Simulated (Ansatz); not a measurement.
**Abstraction of Br: InH2Br + CHBr2 → InH2 + CHBr3**

Species: InH2Br `[Br][InH2]`, singlet; CHBr2 `Br[CH]Br`, doublet; InH2 `[InH2]`, doublet; CHBr3 (bromoform) `BrC(Br)Br`, singlet. A radical takes Br: the energy is the difference in strength between the In–Br bond broken and the C–Br bond made.

Shapes, held fixed at every level: PBE0-D4/def2-TZVP. Programs: Ansatz 0.2.0. The zero-point and thermal change to 298 K, harmonic and unscaled (PBE0-D4/def2-TZVP), is +0.2 kJ/mol.

```csv
level,kind,ΔH(298 K) (kJ/mol),less CCSD(T)/def2-TZVPP
HF/def2-SVP,Hartree–Fock,+162.7,+50.6
r2SCAN-D4/def2-TZVPP,meta-GGA,+125.7,+13.6
PBE0-D4/def2-TZVPP,global hybrid,+116.2,+4.1
wB97X-V/def2-TZVPP,range-separated hybrid,+123.2,+11.1
B2PLYP/def2-TZVPP,double hybrid,+117.5,+5.4
MP2/def2-SVP,perturbation theory,+107.8,-4.3
CCSD/def2-SVP,coupled cluster or CI,+124.4,+12.3
CCSD(T)/def2-TZVPP,coupled cluster or CI,+112.1,0.0
```

The highest level, CCSD(T)/def2-TZVPP, gives ΔH(298 K) = +112.1 kJ/mol; the levels span +107.8 to +162.7. The column of differences is taken from that level and isn't an error. No measured value is set beside it here. Open shells run unrestricted unless RO is named. For atoms past krypton def2 sets carry core potentials with scalar relativity. Relativity is left out for Br unless named. Correlated rows may include outer-core shells of Br, In, which these sets cover unevenly.
